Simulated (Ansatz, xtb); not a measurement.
A geometry optimisation of C3H6AlBrO with r2SCAN-D4/def2-SVP

The starting geometry of this gas-phase singlet was built from a drawn formula by distance geometry and a force field; its bonds are those of `[CH3][Al]([Br])[CH2]C=O`.

```xyz
12

C     0.7714   -1.0190   -2.1274
C    -0.6047    0.0348    0.8251
C    -1.5786   -1.0873    0.9422
Al    0.9781   -0.4901   -0.1990
Br    3.1694   -0.4476    0.7471
O    -2.2415   -1.5027   -0.0091
H     0.1160   -1.9046   -2.1720
H     0.3162   -0.1400   -2.7079
H     1.7088   -1.2640   -2.5531
H    -0.2796    0.3248    1.9180
H    -1.1569    0.9167    0.3920
H    -1.7205   -1.6580    1.8764
```

Where would you expect an optimisation with r2SCAN-D4/def2-SVP to take it?

It keeps its bonds, and is `[CH3][Al]([Br])[CH2]C=O`.

The energy falls by 0.46 eV over 56 steps:

| step | E − E(last) (eV) |
| --- | --- |
| 1 | 0.464 |
| 7 | 0.012 |
| 13 | 0.007 |
| 19 | 0.006 |
| 25 | 0.006 |
| 32 | 0.004 |
| 38 | 0.002 |
| 44 | 0.001 |
| 50 | 0.000 |
| 56 | 0.000 |

Final geometry (Å):

```tsv
atom	x (Å)	y (Å)	z (Å)
C	0.7313	-1.1272	-1.9903
C	-0.5198	-0.1536	1.0611
C	-1.5749	-1.1383	0.7204
Al	0.9184	-0.2156	-0.2938
Br	2.8267	0.8731	0.2681
O	-2.3588	-1.0202	-0.1982
H	-0.3244	-1.1414	-2.3077
H	1.3429	-0.6835	-2.7914
H	1.0475	-2.1816	-1.8892
H	-0.1271	-0.2538	2.0853
H	-0.9053	0.8747	0.9120
H	-1.5784	-2.0694	1.3558
```

From the same start GFN2-xTB ends elsewhere, differing in C2–Al4 (3.86 against 1.98 Å here), Al4–O6 (1.65 against 3.38 Å here).

No frequencies were run, so the end isn't proven a minimum. Run with Ansatz 0.2.0, 2.9 min on 2 threads of Intel(R) Xeon(R) Platinum 8375C CPU @ 2.90GHz (Ice Lake) (shared host).
